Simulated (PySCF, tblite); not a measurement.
Isomers of C8H10SSi, one GFN2-xTB conformer each. Single-point energies are computed at PBE0/pcSseg-1 (PySCF, gas phase, no added dispersion term), electronic only.

Problem. Rank them by PBE0/pcSseg-1 energy, lowest first (kJ/mol).
A. `[CH3:1][C:2](=[S:3])[C:4]1=[CH:5][C@@:6]2([SiH3:7])[CH:8]=[CH:9][C@@H:10]12` with C1–C2–C4–C5 -178°
B. `[CH:1]1=[CH:2][C@H:3]([c:4]2[cH:5][cH:6][cH:7][s:8]2)[SiH2:9][CH2:10]1` with C2–C3–C4–C5 -35°
C. `CC(=S)C#CC1=C[SiH2][C@@H]1C`

Solution. B (0.0), C (245.3), A (286.5).

As drawn, the lowest has an aromatic ring, which the highest lacks; the highest has a four-membered ring and a C=S bond, which the lowest lacks. GFN2-xTB itself gives, in the same order: 0.0, 217.5, 183.8. Both levels put the same isomer lowest; measured from each level's own lowest isomer, the values differ by up to 102.7 kJ/mol (CC(=S)C1=C[C@@]2([SiH3])C=C[C@@H]12: 183.8 against 286.5).

Problem. Which frontier levels, dipoles and rotational constants go with these structures?

Solution. 
```json
{"SMILES": "C1=C[C@H](c2cccs2)[SiH2]C1", "HOMO (eV, PBE0/pcSseg-1)": "-6.28", "LUMO (eV)": "-0.30", "dipole (D)": "1.11", "A, B, C (MHz)": "2229, 634.6, 580.2"}
{"SMILES": "CC(=S)C#CC1=C[SiH2][C@@H]1C", "HOMO (eV, PBE0/pcSseg-1)": "-6.42", "LUMO (eV)": "-3.00", "dipole (D)": "3.04", "A, B, C (MHz)": "2378, 386.2, 341.4"}
{"SMILES": "CC(=S)C1=C[C@@]2([SiH3])C=C[C@@H]12", "HOMO (eV, PBE0/pcSseg-1)": "-6.16", "LUMO (eV)": "-2.58", "dipole (D)": "3.26", "A, B, C (MHz)": "1938, 579.4, 514.7"}
```

Problem. What happens when harmonic zero-point energies from GFN2-xTB frequencies are added?

Solution. 
```
                             SMILES  ZPE (kJ/mol)  electronic (kJ/mol)  with ZPE (kJ/mol)
         C1=C[C@H](c2cccs2)[SiH2]C1         389.6                  0.0                0.0
        CC(=S)C#CC1=C[SiH2][C@@H]1C         381.2                245.3              236.9
CC(=S)C1=C[C@@]2([SiH3])C=C[C@@H]12         377.5                286.5              274.4
```

The zero-point energies span 12.1 kJ/mol. The order is unchanged.
